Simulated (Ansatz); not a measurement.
Consider the ligand exchange at the Si–O bond: `O[Si]1(Cl)CO1` + `[NH2][AlH2]` → `[AlH2][NH][Si]1(Cl)CO1` + H₂O.

Computed with Ansatz on PBE0-D4/def2-TZVP structures; ΔE is electronic, products minus reactants. CBS: MP2 limit from def2 TZ/QZ plus the TZ coupled-cluster correction, frozen cores. This one scheme is used for every species. DFT in def2-TZVPP. B3LYP here is the variant with VWN-RPA as its local correlation; programs differ in this. Each species was taken in one conformer, which may not be the lowest.

```
             level  ΔE (eV)
           ωB97X-V     0.29
           ωB97M-V     0.28
               PBE     0.32
             B3LYP     0.38
CCSD(T)/def2-TZVPP     0.25
     HF/def2-QZVPP     0.37
SCS-MP2/def2-QZVPP     0.26
     MP2/CBS(def2)     0.21
```

(1) What does CCSD(T)/CBS give? (Estimate.)

Largest T1 diagnostic among the species: 0.012.

Results:

(1) Computed: +0.23 eV. The listed levels differ from it by 0.06, 0.05, 0.09, 0.15, 0.02, 0.14, 0.03, -0.02 eV.

The D4 term adds −0.10 eV with B3LYP and −0.05 eV with PBE0; it sums over pairs of atoms, weighted by their polarisabilities, and B3LYP, whose exchange is more repulsive, gets the larger term. In def2-TZVPP, CCSD(T) changes the Hartree–Fock value by −0.12 eV (the triples alone add −0.02 eV) and MP2 by −0.14 eV.
